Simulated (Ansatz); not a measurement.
FeO4. Total charge 0; triplet. Geometry PBE0-D4/def2-SVP, that of the neutral singlet.

```tsv
atom	x (Å)	y (Å)	z (Å)
Fe1	0.000	0.000	0.000
O2	-0.132	-1.018	-1.166
O3	-1.161	-0.215	1.009
O4	-0.065	1.446	-0.565
O5	1.359	-0.213	0.722
```

At PBE0-D4/def2-TZVP the charge 0 triplet is spin-contaminated (final ⟨S²⟩ up to 2.34, 2.00 for a pure state). At PBE0-D4/def2-TZVP a singlet of charge 0 lies 0.40 eV below the triplet at the same geometry.

Q: Estimate the α-spin orbital energies around the gap (eV) in Ansatz with PBE-D4/def2-TZVP, r2SCAN-D4/def2-TZVP, PBE0-D4/def2-TZVP.

A: 
| orbital | PBE-D4/def2-TZVP | r2SCAN-D4/def2-TZVP | PBE0-D4/def2-TZVP |
| --- | --- | --- | --- |
| HOMO−5 | -10.55 | -11.09 | -12.58 |
| HOMO−4 | -10.25 | -10.66 | -11.89 |
| HOMO−3 | -9.38 | -10.08 | -11.87 |
| HOMO−2 | -8.88 | -9.33 | -10.73 |
| HOMO−1 | -8.88 | -9.22 | -10.53 |
| HOMO | -7.08 | -7.72 | -9.48 |
| LUMO | -6.73 | -7.04 | -5.92 |
| LUMO+1 | -4.84 | -4.99 | -4.03 |
| LUMO+2 | -4.84 | -4.98 | -3.72 |
| LUMO+3 | -4.58 | -4.58 | -3.61 |
| LUMO+4 | 0.03 | 0.75 | 0.68 |
| LUMO+5 | 4.37 | 5.12 | 5.13 |
| β HOMO | -8.36 | -8.59 | -9.72 |
| β LUMO | -7.99 | -7.89 | -6.68 |
